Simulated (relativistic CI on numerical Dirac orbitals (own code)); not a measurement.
## Slater and spin-orbit integrals, Re⁵⁴⁺

Method of calculation: Dirac-Coulomb-Breit CI, KLI orbitals optimised for each configuration, QED by a radiative potential, unscaled Slater integrals (own radial code, finite nucleus).

Slater integrals F^k, G^k are unscaled and averaged over j, outside the closed core [Ne]; ζ comes from projecting the Hamiltonian with its Breit term on Σ l·s of the shell.

- 3s2 3p6 3d3: F^2(3d,3d) = 622800, F^4(3d,3d) = 402740, ζ(3d) = 255900 cm⁻¹; <r>(3d) = 0.1645, <r^2>(3d) = 0.03129 (bohr units).
- 3s2 3p5 3d4: ζ(3p) = 1.9092e+06, F^2(3d,3d) = 621970, F^4(3d,3d) = 402180, F^2(3p,3d) = 535150, G^1(3p,3d) = 564010, G^3(3p,3d) = 378200, ζ(3d) = 253940 cm⁻¹; <r>(3p) = 0.1843, <r^2>(3p) = 0.03939, <r>(3d) = 0.1647, <r^2>(3d) = 0.03137 (bohr units).
- 3s 3p6 3d4: F^2(3d,3d) = 621680, F^4(3d,3d) = 401990, G^2(3s,3d) = 435400, ζ(3d) = 255000 cm⁻¹; <r>(3s) = 0.1868, <r^2>(3s) = 0.03993, <r>(3d) = 0.1647, <r^2>(3d) = 0.0314 (bohr units).

(1) Give the Racah parameters of the d shell in 3s2 3p6 3d3.

Averages of the first 10 configurations, taken without configuration mixing, which lowers the lowest level and can move excited configurations by several eV; other configurations of the list can lie among them:

| Configuration | Parity | States | Average energy above the lowest level (eV) |
| --- | --- | --- | --- |
| 3s2 3p6 3d3 | even | 120 | 148.0 |
| 3s2 3p5 3d4 | odd | 1260 | 620.6 |
| 3s 3p6 3d4 | even | 420 | 1088.2 |
| 3s2 3p6 3d2 4s | even | 90 | 2184.8 |
| 3s2 3p6 3d2 4p | odd | 270 | 2363.2 |
| 3s2 3p6 3d2 4d | even | 450 | 2552.1 |
| 3s2 3p5 3d3 4s | odd | 1440 | 2646.7 |
| 3s2 3p6 3d2 4f | odd | 630 | 2689.1 |
| 3s2 3p5 3d3 4p | even | 4320 | 2825.4 |
| 3s 3p6 3d3 4s | even | 480 | 3116.8 |

Answers

(1) B = F²/49 − 5F⁴/441 = 8144 cm⁻¹ and C = 35F⁴/441 = 31964 cm⁻¹.
